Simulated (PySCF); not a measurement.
Compound: H4SiTe2.
Cartesian coordinates in Å at the PBE0-D3(BJ)/def2-SVP level; atoms count from 1:
```xyz
7
H4SiTe2 angstrom
Te    -1.7309    1.3407   -0.4447
Si    -0.3265   -0.6898   -0.0152
Te     2.0982   -0.5417   -0.6318
H     -1.0361    2.1136    0.8551
H     -0.8794   -1.7562   -0.8999
H     -0.4571   -1.0800    1.4193
H      2.3660    0.5842    0.5669
```

Theory: PySCF, PBE0-D3(BJ)/def2-SVP geometry optimisation, gas phase, def2 core potentials past Kr.

Which atoms are bound to Te1, and at what distances?

2 atoms: H4 1.664 Å, Si2 2.506 Å. The nearest atom not counted as bound is H5, at 3.24 Å.

What is the shape at Te1?

Bent: angle 90.5°.

What are the other bond lengths?

Si2–H5, Si2–H6 1.492 Å.

Give some angles away from the centre.

Te1–Si2–Te3 116.9°.

What are the rotational constants (commonest isotopes, rigid rotor)?

A = 8358, B = 421.3, C = 406.1 MHz: a near-prolate asymmetric top.

Point group: near Cs, missed by 0.15 Å at most; the miss may be what the optimiser left on a soft mode. Charge 0, singlet. PBE0-D3(BJ)/def2-SVP frequencies: not computed here.

Hardware: Arm Neoverse V2, one thread, shared host with 32 logical CPUs at a one-minute load of 35. Cost: 29 s of wall time, 0.38 GiB resident at most. This is the geometry optimisation.

One conformer stands for the species.
